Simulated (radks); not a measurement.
Results of a calculation; reference values are marked as such.
All-electron atom: Pd+ in [Kr] 4d9.

Level of theory: non-relativistic Kohn-Sham, PBEsol, spin-polarised, spherical densities, point nucleus; open shells are filled with parallel spins first (spin-orbit coupling, left out, can overturn this in heavy ions); relativity is left out, which matters for an element this heavy (a radial shooting solver on a logarithmic mesh with Libxc functionals).

Energy parts (hartree):
| part | energy |
|---|---|
| total | -4937.13569 |
| kinetic | 4934.78529 |
| electron-nucleus | -11746.61744 |
| Hartree | 2012.86177 |
| exchange-correlation | -138.16531 |

Orbitals (lengths in bohr, moments of r in powers of bohr):
orbital  occ.  eigenvalue (hartree)   <1/r>      <r^4>
1s up       1             -861.1329   45.46  5.450e-06
1s down     1             -861.1329   45.46  5.450e-06
2s up       1             -123.5876   10.32   0.001007
2s down     1             -123.5813   10.32   0.001006
2p up       3             -114.8348   10.33  0.0006663
2p down     3             -114.8300   10.33  0.0006663
3s up       1             -22.50267   3.655    0.04723
3s down     1             -22.49925   3.655    0.04720
3p up       3             -19.00523   3.571    0.04726
3p down     3             -19.00135   3.572    0.04722
3d up       5             -12.54408   3.415    0.04355
3d down     5             -12.53836   3.415    0.04351
4s up       1              -3.31759   1.401      1.766
4s down     1              -3.29262   1.402      1.765
4p up       3              -2.23860   1.283      2.588
4p down     3              -2.21321   1.283      2.592
4d up       5              -0.55637  0.9399      13.45
4d down     4              -0.53239  0.9362      14.09

The highest occupied level is 4d down at -14.487 eV. Virial ratio -V/T = 2.00048.
